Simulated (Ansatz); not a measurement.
Species: COs (charge 0, triplet). The spin state was set by rule; other spins were not relaxed. 
Coordinates optimised at B3LYP-D3(BJ)/def2-TZVP (Ansatz, an electronic-structure program):
SMILES: [C][Os]
```xyz
2

Os     0.0000     0.0000    -0.1217
C      0.0000     0.0000     1.5411
```
Charge 0, spin multiplicity 3.

Basis-set convergence of Hartree-Fock and CCSD correlation energies (hartree) with Ansatz. Correlated levels leave the core frozen unless marked. Open shells are spin-unrestricted. No spin-orbit coupling. The frozen core is the preceding noble-gas configuration, with the filled d and f shells of earlier blocks. Past Kr the def2 sets carry scalar-relativistic core potentials.

The UHF reference is spin-contaminated (<S^2> 0.88 over the pure value in the largest basis). The T1 diagnostic of CCSD in the largest basis is 0.100, which is high, so the coupled-cluster rows are less sure than usual.

```
basis        functions       E(HF)  E(corr, CCSD)
-----------  ---------  ----------  -------------
def2-SVPD           55  -127.54880       -0.34060
def2-TZVPPD         96  -127.60791       -0.40095
def2-QZVPPD        151  -127.61039       -0.41705
```

Extrapolating the two largest sets (X = 3 and 4) as X^-3: E(corr) = (64·(-0.41705) - 27·(-0.40095))/37 = -0.4288 Eh, an estimate of the basis-set limit. The largest set recovers 97.3 % of it, the smallest 79.4 %.
